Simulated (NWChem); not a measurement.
System: C2H4I cation

The following NWChem deck was run.

```
start job
memory heap 200 mb stack 900 mb global 1100 mb
charge 1
geometry units angstroms noautoz
  C     -0.342638     2.454930     0.000000
  C      0.539050     1.315385     0.000000
  I     -0.001457    -0.589202     0.000000
  H     -0.060156     3.097344     0.864127
  H     -0.060156     3.097344    -0.864127
  H     -1.416612     2.236571     0.000000
  H      1.627379     1.482355     0.000000
end
basis spherical
  * library def2-svp
end
ecp
  I library def2-ecp
end
dft
  xc xpbe96 cpbe96
  iterations 150
  mulliken
end
task dft energy
```

NWChem printed, in part:

```
             Northwest Computational Chemistry Package (NWChem) 7.3.0
             --------------------------------------------------------

 CS  symmetry detected

                             Geometry "geometry" -> ""
                             -------------------------

 Output coordinates in angstroms (scale by  1.889725989 to convert to a.u.)

  No.       Tag          Charge          X              Y              Z
 ---- ---------------- ---------- -------------- -------------- --------------
    1 C                    6.0000    -0.32249383     2.44121145     0.00000000
    2 C                    6.0000     0.54160742     1.28827365     0.00000000
    3 I                   53.0000    -0.02805626    -0.60779669     0.00000000
    4 H                    1.0000    -0.03018912     3.07921598     0.86412700
    5 H                    1.0000    -0.03018912     3.07921598    -0.86412700
    6 H                    1.0000    -1.39969151     2.23935513     0.00000000
    7 H                    1.0000     1.63236999     1.43852679     0.00000000

 Effective nuclear repulsion energy (a.u.)     206.4331356562

      Symmetry information
      --------------------

 Group name             Cs
 Group number              2
 Group order               2
 No. of unique centers     6

 Summary of "ao basis" -> "ao basis" (spherical)
 ------------------------------------------------------------------------------
       Tag                 Description            Shells   Functions and Types
 ---------------- ------------------------------  ------  ---------------------
 C                          def2-svp                 6       14   3s2p1d
 I                          def2-svp                10       26   4s4p2d
 H                          def2-svp                 3        5   2s1p

      Symmetry analysis of basis
      --------------------------

        a'         51
        a"         23

            General Information
            -------------------
          SCF calculation type: DFT
          Wavefunction type:  closed shell.
          No. of atoms     :     7
          No. of electrons :    40
           Alpha electrons :    20
            Beta electrons :    20
          Charge           :     1
          Spin multiplicity:     1
          Use of symmetry is: on ; symmetry adaption is: on
          Maximum number of iterations: 150
          AO basis - number of functions:    74
                     number of shells:    34
          Convergence on energy requested:  1.00D-06
          Convergence on density requested:  1.00D-05
          Convergence on gradient requested:  5.00D-04

              XC Information
              --------------
          PerdewBurkeErnzerhof Exchange Functional  1.000
            Perdew 1991 LDA Correlation Functional  1.000 local
           PerdewBurkeErnz. Correlation Functional  1.000 non-local

             Grid Information
             ----------------
          Grid used for XC integration:  medium
          Radial quadrature: Mura-Knowles
          Angular quadrature: Lebedev.
          Tag              B.-S. Rad. Rad. Pts. Rad. Cut. Ang. Pts.
          ---              ---------- --------- --------- ---------
          C                   0.70       49          10.0       434
          I                   1.40      123          11.0       590
          H                   0.35       45          11.0       434
          Grid pruning is: on
          Number of quadrature shells:   356
          Spatial weights used:  Erf1

      Superposition of Atomic Density Guess
      -------------------------------------

 Sum of atomic energies:        -424.37385696

 Renormalizing density from      41.00 to     40

      Non-variational initial energy
      ------------------------------

 Total energy =    -371.913077
 1-e energy   =    -826.722161
 2-e energy   =     340.439416
 HOMO         =      -0.654780
 LUMO         =      -0.404061

      Symmetry analysis of molecular orbitals - initial
      -------------------------------------------------

  Numbering of irreducible representations:

     1 a'          2 a"

  Orbital symmetries:

     1 a'          2 a'          3 a'          4 a'          5 a'
     6 a"          7 a'          8 a'          9 a"         10 a'
    11 a"         12 a'         13 a'         14 a'         15 a'
    16 a'         17 a"         18 a'         19 a"         20 a'
    21 a"         22 a'         23 a'         24 a'         25 a"
    26 a'         27 a'         28 a'         29 a'         30 a"

     ---------------------------------------------
      Total Density - Mulliken Population Analysis
     ---------------------------------------------

    Atom       Charge   Shell Charges
 -----------   ------   -------------------------------------------------------
    1 C    6     6.32   1.99  1.01  0.15  2.22  0.93  0.02
    2 C    6     5.71   1.99  1.03  0.29  1.52  0.83  0.03
    3 I   25    24.96   1.83  0.23  1.42  0.46  2.89  3.19  3.09  1.80  9.90  0.14
    4 H    1     0.72   0.57  0.13  0.03
    5 H    1     0.72   0.57  0.13  0.03
    6 H    1     0.81   0.63  0.15  0.03
    7 H    1     0.76   0.62  0.12  0.02

   convergence    iter        energy       DeltaE   RMS-Dens  Diis-err
 ---------------- ----- ----------------- --------- --------- ---------
 d= 0,ls=0.0,diis     1   -375.6746824635 -4.90D+02  3.61D-02  1.21D+00
 d= 0,ls=0.0,diis     2   -374.7998076639  8.75D-01  3.36D-02  5.50D+00
 d= 0,ls=0.0,diis     3   -375.7011404767 -9.01D-01  8.42D-03  5.80D-01
 d= 0,ls=0.0,diis     4   -375.7993726878 -9.82D-02  2.48D-03  1.71D-02
 d= 0,ls=0.0,diis     5   -375.8013353064 -1.96D-03  9.51D-04  3.79D-03
  Resetting Diis
 d= 0,ls=0.0,diis     6   -375.8020799390 -7.45D-04  1.16D-04  5.95D-05
 d= 0,ls=0.0,diis     7   -375.8020825324 -2.59D-06  3.03D-04  3.06D-05
 d= 0,ls=0.0,diis     8   -375.8020258972  5.66D-05  2.33D-04  3.34D-04
 d= 0,ls=0.0,diis     9   -375.8020873966 -6.15D-05  2.33D-05  7.43D-06
 d= 0,ls=0.0,diis    10   -375.8020884379 -1.04D-06  1.47D-06  6.08D-09
 d= 0,ls=0.0,diis    11   -375.8020884389 -9.29D-10  3.49D-07  4.33D-10

         Total DFT energy =     -375.802088438860
      One electron energy =     -839.776665536476
           Coulomb energy =      383.692623612377
    Exchange-Corr. energy =      -34.087714423308
 Nuclear repulsion energy =      114.369667908547

 Numeric. integr. density =       39.999999135276

                  Occupations of the irreducible representations
                  ----------------------------------------------

                     irrep           alpha         beta
                     --------     --------     --------
                     a'               15.0         15.0
                     a"                5.0          5.0

                       DFT Final Molecular Orbital Analysis
                       ------------------------------------

 Vector   18  Occ=2.000000D+00  E=-5.481592D-01  Symmetry=a'
              MO Center= -1.7D-01,  1.6D+00, -1.6D-13, r^2= 3.4D+00
   Bfn.  Coefficient  Atom+Function         Bfn.  Coefficient  Atom+Function
  ----- ------------  ---------------      ----- ------------  ---------------
    40      0.335504  3 I  py                65     -0.287717  6 H  s
     4      0.275435  1 C  px                 5      0.216076  1 C  py
    70     -0.210495  7 H  s                 19     -0.193100  2 C  py
    18     -0.185486  2 C  px                55      0.167854  4 H  s
    60      0.167854  5 H  s                 43      0.156402  3 I  py

 Vector   19  Occ=2.000000D+00  E=-4.987081D-01  Symmetry=a"
              MO Center=  5.2D-02,  1.6D-01,  1.1D-15, r^2= 3.1D+00
   Bfn.  Coefficient  Atom+Function         Bfn.  Coefficient  Atom+Function
  ----- ------------  ---------------      ----- ------------  ---------------
    41      0.572106  3 I  pz                44      0.391723  3 I  pz
    20      0.222301  2 C  pz                38     -0.222605  3 I  pz
    35     -0.180769  3 I  pz                 6     -0.165504  1 C  pz
    23      0.161696  2 C  pz                55     -0.139795  4 H  s
    60      0.139795  5 H  s                  9     -0.094932  1 C  pz

 Vector   20  Occ=2.000000D+00  E=-4.577145D-01  Symmetry=a'
              MO Center=  3.4D-03, -4.7D-01,  4.3D-15, r^2= 2.2D+00
   Bfn.  Coefficient  Atom+Function         Bfn.  Coefficient  Atom+Function
  ----- ------------  ---------------      ----- ------------  ---------------
    39      0.633147  3 I  px                42      0.470101  3 I  px
    36     -0.246456  3 I  px                33     -0.199421  3 I  px
    40     -0.186234  3 I  py                 3      0.145751  1 C  s
    43     -0.145516  3 I  py                70     -0.115068  7 H  s
     5     -0.099091  1 C  py                18     -0.096589  2 C  px

 Vector   21  Occ=0.000000D+00  E=-3.797092D-01  Symmetry=a"
              MO Center=  2.9D-01,  9.1D-01, -2.7D-16, r^2= 2.9D+00
   Bfn.  Coefficient  Atom+Function         Bfn.  Coefficient  Atom+Function
  ----- ------------  ---------------      ----- ------------  ---------------
    20      0.554371  2 C  pz                23      0.469094  2 C  pz
    41     -0.364623  3 I  pz                44     -0.339273  3 I  pz
    55     -0.165950  4 H  s                 60      0.165950  5 H  s
    38      0.138746  3 I  pz                 6     -0.119763  1 C  pz
    35      0.111514  3 I  pz                56     -0.111276  4 H  s

[...]
```

Level: PBE/def2-SVP with def2 effective core potentials on I. The geometry was optimised at PBE0/def2-SVP. def2 effective core potentials on I; no spin-orbit coupling.
